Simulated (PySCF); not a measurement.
## Vertical excitation energies

Species: TiPhMe3, C9H14Ti (singlet state).
SMILES: `[CH3][Ti]([CH3])([CH3])[c]1ccccc1`

Computed with PySCF, TDDFT CAM-B3LYP/def2-SVPD, vertical, gas phase, core orbitals frozen in the response. Isolated species at its PBE0-D3(BJ)/def2-SVP geometry, gas phase.

```tsv
state	λ (nm)	E (eV)	f	main configurations (H = HOMO, L = LUMO)
S1	333.4	3.72	0.0003	H-2→L (63%), H-3→L+1 (16%)
S2	332.3	3.73	0.0000	H-3→L (44%), H-4→L+1 (22%), H-2→L+1 (14%)
S3	324.7	3.82	0.0004	H-4→L+1 (68%), H-3→L (21%)
S4	309.3	4.01	0.0004	H-3→L+1 (65%), H-4→L (21%)
S5	306.6	4.04	0.0003	H-4→L (53%), H-2→L (20%), H-3→L+1 (12%)
S6	302.8	4.09	0.0001	H-2→L+1 (78%), H-3→L (9%)
S7	263.5	4.71	0.0014	H-5→L (83%), H-5→L+2 (8%)
S8	257.1	4.82	0.0002	H-5→L+1 (94%)
S9	249.5	4.97	0.0094	H-1→L (68%), H→L+6 (12%)
S10	245.2	5.06	0.181	H→L (85%)
S11	245.0	5.06	0.0025	H-3→L+2 (35%), H-4→L+3 (21%), H-2→L+3 (12%)
S12	240.9	5.15	0.0009	H-2→L+2 (38%), H-4→L+5 (24%), H-4→L+2 (13%)
S13	238.6	5.20	0.0004	H-2→L+3 (30%), H-3→L+5 (26%), H→L+1 (22%)
S14	238.0	5.21	0.0013	H→L+1 (57%), H-3→L+5 (25%)
S15	231.7	5.35	0.0059	H-3→L+2 (23%), H-2→L+3 (16%), H-4→L+3 (13%)
```

Triplets, Tamm–Dancoff:

```
state  E (eV)  λ (nm)   main configurations (H = HOMO, L = LUMO)
   T1    3.45   359.7                   H-2→L (59%), H-4→L (20%)
   T2    3.48   356.4  H-4→L+1 (47%), H-2→L+1 (24%), H-3→L (16%)
   T3    3.51   353.6  H-3→L (56%), H-4→L+1 (18%), H-3→L+2 (14%)
   T4    3.52   351.8                              H-3→L+1 (90%)
```

The lowest singlet lies at 3.72 eV (333 nm, ultraviolet) and is dark (f under 0.0005); its leading configuration is HOMO-2→LUMO (63%). The most intense listed level is S10 at 5.06 eV (245 nm, f = 0.181), 1.34 eV above S1. S10/S11 lie within about 0.01 eV of each other. For S1 the Löwdin share of titanium is 32% in HOMO-2 and 59% in LUMO; for S10 the Löwdin share of titanium is at most 11% in HOMO and 59% in LUMO (ligand-to-metal charge transfer by this measure). Weighted by f, the mean energy of these states is 5.05 eV. Of the 15 states listed, 1 reaches f = 0.01 and 8 stay under 0.0005. The listed states span 1.63 eV, and the widest gap between neighbours is 0.61 eV (S6 to S7). Only the lowest 15 singlets were computed, as vertical energies without vibronic structure.
